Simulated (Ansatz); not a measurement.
CH7OSbSi, SMILES `OC[SiH2][SbH2]` at its PBE0-D4/def2-TZVP geometry, where that method's forces vanish. Total charge 0; spin multiplicity 1. Sb: def2 effective core potential.

```xyz
11

O    -1.5787    0.6658   -0.7554
C    -0.2231    0.5671   -1.1502
Si    0.9785    0.5117    0.3172
Sb    0.3682   -1.3986    1.9372
H    -1.7680   -0.0536   -0.1441
H    -0.0483   -0.2998   -1.8033
H    -0.0075    1.4583   -1.7472
H     0.9384    1.7867    1.0829
H     2.3711    0.2815   -0.1604
H     0.2680   -2.4953    0.6281
H    -1.2986   -1.0238    1.7952
```

Task: What forces (eV/Å) does B3LYP-D4/def2-TZVPP give on these atoms in Ansatz 0.2.0? (Best estimate.)

Result: Computed: 
```
O1  -0.300 -0.018  0.107
C2   0.355  0.027 -0.228
Si3  0.190  0.173  0.001
Sb4  0.035 -0.091  0.164
H5  -0.090  0.006  0.014
H6  -0.017  0.048  0.019
H7  -0.022 -0.055  0.016
H8   0.007 -0.067 -0.053
H9  -0.079  0.023  0.020
H10 -0.003 -0.060 -0.053
H11 -0.076  0.013 -0.007
```

B3LYP here is the variant with VWN-RPA as its local correlation; programs differ in this.
